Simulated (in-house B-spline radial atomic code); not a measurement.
How numerical settings move a run on the gallium ion Ga³⁺, [Ar] 3d10. Computed with an all-electron radial atomic-structure program (B-spline basis): scalar-relativistic (X2C) LDA PW92, spin-polarised, spherical fractional occupations, Fermi nucleus of rms radius 3.9973 fm.

Command:
```bash
python run_scf.py task.json out
```
Settings of the sound reference run:
```
Z                31
electrons        28
configuration    [Ar] 3d10
hamiltonian      x2c
method           lda,pw
spin_polarised   True
nucleus          fermi
rms_radius       3.9973
mass_number      69
atomic_mass      68.92557
speed_of_light   137.036
knot_spacing     0.22
spline_order     8
gauss_points     12
box_radius       16.22
max_iterations   70
damping          0.5
damped_steps     3
diis_vectors     10
tolerance        1e-08
start            Thomas-Fermi
```

Cost of the run: 0.25 s on 1 thread of Arm Neoverse V1 (shared host).

It converges in 9 iterations to -1938.581241 hartree, with 3d up at -52.8458 eV. The other runs change the listed settings, some to values that make no sense; their results aren't properties of the atom or ion. Radii are in bohr (the nuclear one in fm), a minus after a letter asks for a j subshell, and «unchanged» means within 1e-8 hartree. The run stops when the residual is below 10 × tolerance × max(1, Z/10), or a noise floor if that is larger, and the energy moves by less than 1e-8 × √|E| hartree; so very loose and very tight tolerances often act alike.

```tsv
changed settings	outcome
damping = 0.8	converged in 11 iterations, energy unchanged, 3d up level +1.4e-05 eV
knot_spacing = 0.55	converged in 9 iterations, energy +4.03e-02 hartree from the reference, 3d up level -2.2e-05 eV
electrons = 29, configuration = [Ar] 3d10 4p-1, max_iterations = 50	stopped with error: j subshells need the Dirac Hamiltonian and l > 0
tolerance = 1e-06	converged in 8 iterations, energy unchanged, 3d up level -1.6e-03 eV
knot_spacing = 1.4	converged in 9 iterations, energy +8.88e+01 hartree from the reference, 3d up level -5.7e+00 eV (the program warns: 3d up reaches the box edge; 1s up reaches the box edge)
spline_order = 4, gauss_points = 8, max_iterations = 60, damping = 0.8, tolerance = 0.001	converged in 10 iterations, energy +6.56e-04 hartree from the reference, 3d up level -2.2e-04 eV
knot_spacing = 0.75, gauss_points = 16, max_iterations = 100, tolerance = 1e-05	converged in 8 iterations, energy +8.32e-01 hartree from the reference, 3d up level -2.3e-01 eV (the program warns: 3s up reaches the box edge; 3s down reaches the box edge)
knot_spacing = 1, first_knot = 0.0323, max_iterations = 75	converged in 9 iterations, energy +1.13e+01 hartree from the reference, 3d up level +5.2e-02 eV (the program warns: 1s up reaches the box edge; 1s down reaches the box edge)
knot_spacing = 0.1	converged in 9 iterations, energy +2.31e-07 hartree from the reference, 3d up level -7.5e-07 eV
gauss_points = 8, box_radius = 1.62, max_iterations = 75, damping = 0.8, tolerance = 0.0001	converged in 8 iterations, energy +3.41e+00 hartree from the reference, 3d up level +2.9e+01 eV (the program warns: 3d up reaches the box edge; 3s up reaches the box edge)
knot_spacing = 2, spline_order = 6, max_iterations = 100, damped_steps = 8	converged in 14 iterations, energy +1.87e+02 hartree from the reference, 3d up level -2.0e+01 eV (the program warns: 1s up reaches the box edge; 1s down reaches the box edge)
knot_spacing = 0.4	converged in 9 iterations, energy +2.08e-04 hartree from the reference, 3d up level +4.1e-06 eV
knot_spacing = 0.75	converged in 9 iterations, energy +8.32e-01 hartree from the reference, 3d up level -2.3e-01 eV (the program warns: 3s up reaches the box edge; 3s down reaches the box edge)
hamiltonian = dirac, method = revtpss,revtpss, spin_polarised = False	stopped with error: meta-GGAs are not served with the Dirac Hamiltonian
```

(1) What happens with tolerance = 1e-13?

(2) What happens with damping = 0.95?

(3) What happens with knot_spacing = 2?

(4) What happens with knot_spacing = 1?

Answers

(1) Converged in 9 iterations, energy unchanged.

(2) Converged in 12 iterations, energy unchanged, 3d up level +1.4e-05 eV.

(3) Converged in 9 iterations, energy +2.39e+02 hartree from the reference, 3d up level -2.0e+01 eV (the program warns: 3d up reaches the box edge; 1s up reaches the box edge).

(4) Converged in 9 iterations, energy +1.44e+01 hartree from the reference, 3d up level -1.6e+00 eV (the program warns: 2s up reaches the box edge; 2s down reaches the box edge).
